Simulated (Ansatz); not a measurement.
Level of theory: frozen-core CCSD(T)/cc-pVTZ // M06-2X/def2-TZVP in Ansatz (a quantum-chemistry and plane-wave program). The geometry is that of the parent before the electron was removed.

Ansatz 0.2 input:
```yaml
crystal:
  periodic: [false, false, false]
  atoms:
    - { symbol: B, position_ang: [0.856016, -0.013592, 0.014605] }
    - { symbol: C, position_ang: [-0.693114, -0.03327, -0.096786] }
    - { symbol: H, position_ang: [1.467064, 0.994732, -0.158746] }
    - { symbol: H, position_ang: [1.456804, -0.990463, 0.338499] }
    - { symbol: H, position_ang: [-1.029382, 0.225864, 0.920682] }
    - { symbol: H, position_ang: [-1.126381, -1.008385, -0.315753] }
    - { symbol: H, position_ang: [-1.116665, 0.725448, -0.753709] }
basis:
  gaussian: { orbitals: cc-pVTZ }
correlation:
  method: ccsd_t
total_charge: 1
magnetization:
  spin_polarized: true
  initial_magnetization: 1
```

Output:

```
Functional definition: HF
718 factors; integrals over basis functions are off by at most 1.1e-3 eV
mean field evaluation 1: about -1765.5452 eV, gradient 3.0e1 eV
mean field evaluation 2: about -1765.5444 eV, gradient 3.0e1 eV
mean field evaluation 4: about -1769.8030 eV, gradient 2.5e0 eV
mean field evaluation 8: about -1769.8958 eV, gradient 2.4e-1 eV
mean field evaluation 16: about -1769.8990 eV, gradient 2.0e-6 eV
mean field evaluation 32: about -1769.8990 eV, gradient 3.9e-4 eV
mean field evaluation 64: about -1762.0781 eV, gradient 5.8e0 eV
mean field evaluation 96: about -1769.8990 eV, gradient 1.0e-2 eV
mean field evaluation 128: about -1766.5584 eV, gradient 1.4e1 eV
mean field evaluation 160: about -1768.1543 eV, gradient 1.1e-3 eV
mean field evaluation 192: about -1764.2338 eV, gradient 9.7e-3 eV
mean field -1770.17430035 eV, -65.0527056705 hartree, gradient 2.3e-6 eV, S^2 0.761001; 13 other end points of the search recorded, 0 dependent functions left out
determinant -1770.17430035 eV, -65.0527056705 hartree, with singles and doubles -1778.10870657 eV, -65.3442897211 hartree
determinant -1769.89903193 eV, -65.0425897426 hartree, with singles and doubles -1778.10782619 eV, -65.3442573678 hartree
determinant -1768.15433542 eV, -64.9784733287 hartree, with singles and doubles -1776.03488814 eV, -65.2680782993 hartree
determinant -1770.17430035 eV, -65.0527056705 hartree, with singles and doubles -1777.94542693 eV, -65.3382893052 hartree
determinant -1769.89903193 eV, -65.0425897426 hartree, with singles and doubles -1777.96564215 eV, -65.3390322006 hartree
2 core orbitals not correlated
reference -1769.89903193 eV, -65.0425897426 hartree; 6, 5 occupied and 122, 123 virtual orbitals, 718 factors
second order -7.17932003 eV of doubles, -0.00000000 eV of singles
cycle   1  -8.06661022 eV  change    6.1e-9 eV  update   2.2e-6
perturbative correction -0.31540095 eV, -0.0115907711 hartree
Total energy: -1778.28104309 eV, -65.3506229715 hartree
```

Cost: around 50 core-seconds (rough).
